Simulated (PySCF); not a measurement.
# How the method changes the constants of KNa⁺

State: ²Σ⁺ (doublet), unpaired electrons σ ↑. Set-up: PySCF, no relativity, basis sets K pcseg-1, Na pcseg-1. De refers to K⁺ + Na in their ground configurations, without counterpoise correction. The functionals are run spin-unrestricted. A positive dipole points towards Na; it is taken about the centre of mass and depends on that origin.

```csv
Level,Re (Å),ωe (cm⁻¹),De (eV),μ (D)
UHF,4.218,93.5,0.492,-0.62
UHF-MP2,4.153,97.1,0.56,n/a
UHF-SCS-MP2,4.161,96.7,0.55,n/a
UHF-CCSD,4.153,97.0,0.56,n/a
UHF-CCSD(T),4.151,97.1,0.56,n/a
LDA,4.007,87.0,0.63,-0.19
PBE,4.116,84.1,0.61,-0.17
r²SCAN,4.073,91.4,0.56,-0.40
B3LYP,4.093,85.0,0.56,-0.44
PBE0,4.100,89.6,0.60,-0.26
HSE06,4.102,88.5,0.59,-0.23
MN15,3.789,85.2,0.342,-1.25
```

(1) Which functional lies closest to UHF-CCSD(T) in De, which farthest, and by how much do they differ from it?

(2) What does the step from GGA to meta-GGA do here, going from PBE to r²SCAN?

(3) What does the gradient correction do here, going from LDA to PBE?

Correlated steps freeze 6 core orbitals. Correlated levels converge slowly with the basis: in double zeta they bind strong bonds too weakly, by up to about 1 eV, and carry superposition errors of some tenths. For an ion De counts to the pair picked by the measured ionisation energies or electron affinities, which need not be the lowest pair at this level. The state was picked by a PBE0 search and need not be the measured ground state.

## Answers

(1) Closest is r²SCAN (-7.8 pm in Re, -5.9 % in ωe, +0.00 eV in De against UHF-CCSD(T) in the same basis), farthest MN15 (-36.2 pm in Re, -12.3 % in ωe, -0.22 eV in De). CCSD(T) converges more slowly with the basis than the functionals do and binds too weakly in this one, so the order can change at the basis-set limit.

(2) r²SCAN less PBE: -4.3 pm in Re, +8.7 % in ωe, -0.05 eV in De. 

(3) PBE less LDA: +10.9 pm in Re, -3.3 % in ωe, -0.02 eV in De. The gradient correction favours the more uneven density of free atoms, so it tends to lengthen bonds and takes away much of the overbinding of LDA; so it does here.
